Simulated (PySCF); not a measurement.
A PySCF script (with the pyscf-properties extension) for the NMR shieldings of `C[SiH2]P1C=C1C`, C4H9PSi, on a GFN2-xTB geometry:

```python
import basis_set_exchange as bse
import numpy as np
from pyscf import gto, dft
from pyscf.prop import nmr

atoms = """
C    -2.896855    0.767528    0.475293
Si   -1.313331    0.007207   -0.240444
P     0.062278   -0.476893    1.484673
C     1.192562   -1.709305    0.689811
C     1.695225   -0.513170    0.601546
C     2.781402    0.363237    0.155247
H    -3.602668    1.001799   -0.314424
H    -3.384379    0.086459    1.166356
H    -2.684627    1.685353    1.015205
H    -1.638611   -1.191986   -1.028319
H    -0.696579    0.954354   -1.186270
H     1.315900   -2.747264    0.484484
H     3.233219    0.860218    1.013539
H     3.542521   -0.213526   -0.369916
H     2.389531    1.133977   -0.508279
"""
names = dict.fromkeys(["C", "Si", "P", "H"], "pcSseg-1")
basis = {el: gto.basis.parse(bse.get_basis(n, elements=[el], fmt="nwchem")) for el, n in names.items()}
mol = gto.M(atom=atoms, basis=basis, charge=0, verbose=0)
mf = dft.RKS(mol, xc="PBE0")
mf.grids.level = 2
mf.grids.alignment = dft.numint.BLKSIZE   # the property module wants whole blocks of grid points
mf.conv_tol = 1e-9
mf.kernel()

calc = nmr.RKS(mf)   # GIAO
C = mf.mo_coeff
Co = C[:, mf.mo_occ > 0]
resp = mf.gen_response(singlet=True, hermi=2)
def vind(x):   # induced exchange potential for any number of trial vectors
    d = np.einsum("pi,xij,qj->xpq", C, 2 * x.reshape(-1, C.shape[1], Co.shape[1]), Co, optimize=True)
    return np.einsum("xpq,pi,qj->xij", resp(d - d.transpose(0, 2, 1)), C, Co, optimize=True).ravel()
mo1, _ = nmr.rhf.solve_mo1(calc, with_cphf=vind)
sigma = calc.kernel(mo1)
for i, s in enumerate(sigma):   # ppm
    print("%2d %-2s %9.2f" % (i, mol.atom_pure_symbol(i), np.trace(s) / 3))
```

Q: What does it print?

A: 
```
 0 C     193.61
 1 Si    402.02
 2 P     590.60
 3 C      78.93
 4 C      56.17
 5 C     170.55
 6 H      31.54
 7 H      31.53
 8 H      31.62
 9 H      28.14
10 H      27.95
11 H      24.61
12 H      29.23
13 H      28.97
14 H      29.10
```

These numbers come from an equivalent density-fitted implementation of the same equations, which agrees with the script to about 0.01 ppm for H and up to a few tenths of a ppm for heavy atoms, so last digits may differ.

Size and cost of the density-fitted run: 161 basis functions, 18 s wall time on 1 thread of an x86-64 server CPU, shared host.
